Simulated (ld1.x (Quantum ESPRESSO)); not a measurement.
# What the settings do to the TM potential of molybdenum

Base potential:

ld1.x (Quantum ESPRESSO) 7.5 input, shortened:

```
&input
   title='Mo', zed=42., rel=1, dft='PBESOL', iswitch=3,
   config='[Kr] 4d4 5s2 5p0'
 /
 &inputp
   pseudotype=2, tm=.true., lloc=1,
   nlcc=.true., new_core_ps=.true., rcore=2.00
 /
3
5S  1  0   2.00   0.00  2.80  2.80  0.0
4D  3  2   4.00   0.00  2.45  2.45  0.0
5P  2  1   0.00   0.00  3.25  3.25  0.0
 &test
   configts(1)='4d4 5s2 5p0'
 /
```

Cutoffs, loose and tight: the cutoffs (Ry, on a coarse ladder) from which the occupation-weighted sum of valence levels, in a spherical-Bessel basis at the reference potential, stays within 10 and 1 mRy of its value at 400 Ry. They do not see the model core or the augmentation charge, which bear on the density cutoff. Test errors are all-electron minus pseudo excitation energies from the reference, over the configurations 4d5 5s1 5p0; 4d5 5s0 5p0; 4d4 5s0 5p0; 4d5 5s0 5p1; 4d2 5s0 5p0; 4d3 5s0 5p0; 4d5.5 5s0.5 5p0. A dash means not determined; rows that change the core or the reference have their own tests.

Cutoffs are not given where the Bessel-basis levels miss the radial ones by over 6 mRy, ghosts where they miss by over 20 mRy; a channel whose overlap is not positive is not tested.

A file whose overlap is not positive is unfit for use, and its test errors describe a broken file.

```tsv
change	outcome	cutoff, loose	cutoff, tight	bound ghosts	largest test error (meV)
base	generated	35 Ry	40 Ry	none	-1084
core correction none	generated	35 Ry	40 Ry	none	-263
fully relativistic	generated	35 Ry	40 Ry	none	-1076
wave 4d (bound): rc 2.45 bohr becomes 4d (bound): rc 2.16 bohr	generated	35 Ry	40 Ry	none	-1151
local potential all-electron potential smoothed inside 2.75 bohr (lloc = -1)	generated	35 Ry	40 Ry	none	-741
wave 5p (bound): rc 3.25 bohr becomes 5p (bound): rc 3.06 bohr	generated	35 Ry	40 Ry	none	-1087
reference 4d4 5s0 5p0	generated	35 Ry	40 Ry	none	-1075
functional PBE	generated	35 Ry	40 Ry	none	-1055
type PAW; waves now 5s (bound): rcut 2.45, rcutus 2.80 bohr; 5s channel at 0.25 Ry: rcut 2.45, rcutus 2.80 bohr; 5p (bound): rcut 2.85, rcutus 3.25 bohr; 5p channel at 1.6 Ry: rcut 2.85, rcutus 3.25 bohr; 4d (bound): rcut 2.15, rcutus 2.45 bohr; 4d channel at 0.25 Ry: rcut 2.15, rcutus 2.45 bohr; local potential all-electron potential smoothed inside 3.10 bohr (lloc = -1); augmentation PSQ, inside the norm-conserving radii	generated, overlap not positive	–	–	not determined (overlap not positive)	test run stopped at test 1 of 7 (negative rho)
wave 5s (bound): rc 2.80 bohr becomes 5s (bound): rc 2.32 bohr	generated	35 Ry	40 Ry	none	-1157
```

(1) What comes out with this change to the base: all radii but the core radius scaled by about 1.33 (s 3.74, p 4.34, d 3.26 bohr)?

## Answers

(1) outcome: generated; cutoff, loose: 21 Ry; cutoff, tight: 30 Ry; bound ghosts: none; largest test error (meV): -907.
